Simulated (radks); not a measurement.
Results of a calculation; reference values are marked as such.
Polarisability of neutral lithium, [He] 2s1, at imaginary frequency. Level of theory: non-relativistic Kohn-Sham, LDA (Slater exchange, Perdew-Wang correlation), spin-unpolarised, spherical densities, point nucleus; without spin polarisation the odd electron is poorly described (a radial shooting solver on a logarithmic mesh with Libxc functionals). Response by self-consistent Sternheimer equations with the Hartree and adiabatic LDA kernel.

w (hartree),alpha1(iw) (bohr^3),alpha2(iw) (bohr^5)
0.00266,146.0,2096
0.0143,140.9,2070
0.0360,117.8,1940
0.0697,77.08,1613
0.118,41.31,1135
0.186,20.50,685.1
0.280,10.13,374.1
0.413,5.088,192.6
0.605,2.595,95.29
0.892,1.336,45.22
1.35,0.6879,20.25
2.12,0.3438,8.291
3.59,0.1530,2.927
6.94,0.05096,0.7936
17.5,0.009214,0.1257

Static values: alpha1 = 146.2 bohr^3 (21.66 angstrom^3; uncoupled 185.2), alpha2 = 2097 bohr^5, alpha3 = 64030 bohr^7. C6 = 1186, C8 = 108100, triple-dipole C9 = 129300 atomic units. One-pole (London) frequency 4 C6 / (3 alpha1^2) = 0.074 hartree, against 0.106 for minus the highest occupied eigenvalue. The dipole shielding factor is 1.000, as the force sum rule N/Z = 1.000 demands. Recommended static value: 164.113 bohr^3 (Schwerdtfeger and Nagle, 2023 table).
